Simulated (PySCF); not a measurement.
## RbSb: energy against distance

Set-up: Rb def2-SVP with ECP28, Sb def2-SVP with ECP28; scalar-relativistic core potentials (PySCF 2.14). Energies in eV from Rb + Sb in their ground configurations at the same level. State: ³Σ⁻ (triplet), unpaired electrons π ↑↑.

| R (Å) | PBEsol |
| --- | --- |
| 3.009 | -0.892 |
| 3.149 | -1.100 |
| 3.289 | -1.208 |
| 3.394 | -1.242 |
| 3.499 | -1.247 |
| 3.604 | -1.230 |
| 3.744 | -1.185 |
| 3.919 | -1.105 |
| 4.129 | -0.992 |
| 4.409 | -0.840 |

Task: Put a parabola through the three lowest points of the PBEsol curve and estimate Re, k and ωe (reduced mass 49.88 u; 1 eV/Å² = 0.16022 mdyn/Å; ωe = 1302.8·√(k/μ) cm⁻¹).

Result: Through R = 3.394, 3.499, 3.604 Å the second-order coefficient is 0.998 eV/Å², so Re ≈ 3.470 Å, k ≈ 0.320 mdyn/Å and ωe ≈ 104 cm⁻¹. A polynomial fit of higher order to the unrounded PBEsol energies gives Re = 3.467 Å, k = 0.343 mdyn/Å, ωe = 108 cm⁻¹; anharmonicity and rounding make the difference.

The higher-order fit for each curve: PBEsol: Re = 3.467 Å, ωe = 108 cm⁻¹, De = 1.25 eV.

⟨S²⟩ of the unrestricted solution departs from its pure value on part of the curve, where spin states mix. Spin–orbit coupling is left out, which matters for elements this heavy, above all for dissociation energies. The state was picked by a PBE0 search and need not be the measured ground state.
